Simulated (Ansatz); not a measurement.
ClH6NSi2, SMILES `[SiH3]N[SiH2]Cl`. Charge 0, multiplicity 1.

```xyz
10

Si   -1.2599    0.7845    0.5281
N    -0.3223   -0.1943   -0.5530
Si    1.2366   -0.8393   -0.2848
Cl    2.7547    0.4903   -0.7232
H    -0.6038    0.6975    1.8559
H    -1.3186    2.2060    0.0950
H    -2.6544    0.2763    0.6125
H    -0.6538   -0.2453   -1.5069
H     1.3746   -1.1713    1.1482
H     1.4470   -2.0043   -1.1719
```

Task: What are the harmonic wavenumbers in cm⁻¹ at PBE0-D4/def2-TZVP (Ansatz, finite differences of forces, unscaled)? (An estimate is asked.)

Result: The calculation gave: 45, 76, 189, 248, 392, 525, 574, 631, 712, 737, 836, 887, 930, 936, 956, 963, 998, 1209, 2217, 2224, 2245, 2255, 2272, 3599.

Task: Is this a minimum?

Result: Yes, all 24 modes are real.

Task: Give the ideal-gas thermochemistry at 298.15 K and 1 bar (rigid rotor, harmonic oscillator; point group C1, symmetry number 1).

Result: Zero-point energy 159.4 kJ/mol; H(298) − E = 180.1 kJ/mol; entropy 353.5 J/(mol·K), of which translation 167.7, rotation 114.9, vibration 71.0; G(298) − E = 74.7 kJ/mol. Modes under 100 cm⁻¹ are hindered rotations or soft bends, so the harmonic entropy is rough.

Task: And at 400, 500, 600, 800 and 1000 K?

Result: 
```csv
T (K),H − E (kJ/mol),S (J/mol/K),G − E (kJ/mol)
400,192.1,387.8,36.9
500,205.7,418.2,-3.4
600,220.8,445.7,-46.6
800,254.3,493.7,-140.7
1000,291.0,534.6,-243.6
```
